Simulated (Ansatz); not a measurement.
Ansatz (a program for electronic structure) input (B3LYP-D3(BJ)/def2-TZVP):

Ansatz 0.2 input:
```yaml
crystal:
  periodic: [false, false, false]
  atoms:
    - {symbol: Zn, position_ang: [-1.03120095, -0.04667217, 0.07188678]}
    - {symbol: Br, position_ang: [0.31301183, 1.78499431, -1.44804333]}
    - {symbol: Br, position_ang: [0.68101749, -1.75360808, 1.35258322]}
basis:
  gaussian:
    orbitals: def2-TZVP
hamiltonian:
  xc: b3lyp
  dispersion: d3bj
total_charge: -1
magnetization: {spin_polarized: true, initial_magnetization: 1}
relax: {f_tol: 0.002, max_steps: 150}
```

End of the output:

```
reference -188520.01312764 eV, -6927.9826989864 hartree; 51, 50 occupied and 93, 94 virtual orbitals, 1120 factors
relax step   5: F+E_penalty+E_count = -188520.17110702 eV  Δ(F+E_penalty+E_count) = -1.625e-2 eV  max|allowed force component| = 3.700e-2 eV/Å  Δτ_max = 0.0418 Å  (35 SCF iters, accepted)
these checks for a lower state are left out or cut short: starts, cluster_reference, orbital_swaps, neighbouring_geometries, increment
integrals: 0.10 GiB planned
1120 factors; integrals over basis functions are off by at most 3.6e-4 eV
mean field: 1.58 GiB planned
mean field -188520.01393877 eV, -6927.9827287950 hartree, gradient 2.6e-5 eV, S^2 0.751784; 0 other end points of the search recorded, 0 dependent functions left out
the calculation of the forces begins
reference -188520.01414458 eV, -6927.9827363582 hartree; 51, 50 occupied and 93, 94 virtual orbitals, 1120 factors
relax step   6: F+E_penalty+E_count = -188520.17150110 eV  Δ(F+E_penalty+E_count) = -3.941e-4 eV  max|allowed force component| = 2.050e-3 eV/Å  Δτ_max = 0.0151 Å  (35 SCF iters, accepted)
these checks for a lower state are left out or cut short: starts, cluster_reference, orbital_swaps, neighbouring_geometries, increment
integrals: 0.10 GiB planned
1120 factors; integrals over basis functions are off by at most 3.6e-4 eV
mean field: 1.58 GiB planned
mean field -188520.01404688 eV, -6927.9827327679 hartree, gradient 4.8e-5 eV, S^2 0.751786; 0 other end points of the search recorded, 0 dependent functions left out
the calculation of the forces begins
reference -188520.01425271 eV, -6927.9827403318 hartree; 51, 50 occupied and 93, 94 virtual orbitals, 1120 factors
relax step   7: F+E_penalty+E_count = -188520.17150526 eV  Δ(F+E_penalty+E_count) = -4.157e-6 eV  max|allowed force component| = 2.121e-4 eV/Å  Δτ_max = 0.0017 Å  (24 SCF iters, accepted)
integrals: 0.10 GiB planned
1120 factors; integrals over basis functions are off by at most 3.6e-4 eV
mean field: 1.58 GiB planned
mean field evaluation 64: about -188518.6468 eV, gradient 2.6e1 eV
mean field -188520.01404688 eV, -6927.9827327679 hartree, gradient 4.8e-5 eV, S^2 0.751786; 1 other end points of the search recorded, 0 dependent functions left out
the calculation of the forces begins
reference -188520.01425271 eV, -6927.9827403318 hartree; 51, 50 occupied and 93, 94 virtual orbitals, 1120 factors
Total energy: -188520.17171109 eV, -6927.9885268206 hartree
Atom 0 at    -0.842624    -0.039529     0.057566 Å, force    -0.000176    -0.000019     0.000023 eV/Å
Atom 1 at     0.228126     1.693465    -1.371281 Å, force     0.000071     0.000212    -0.000172 eV/Å
Atom 2 at     0.577326    -1.669222     1.290141 Å, force     0.000105    -0.000193     0.000149 eV/Å
Dipole moment:    -0.130990    -0.005430     0.010320 e Å
```

The spin state was set by rule; other spins were not relaxed.
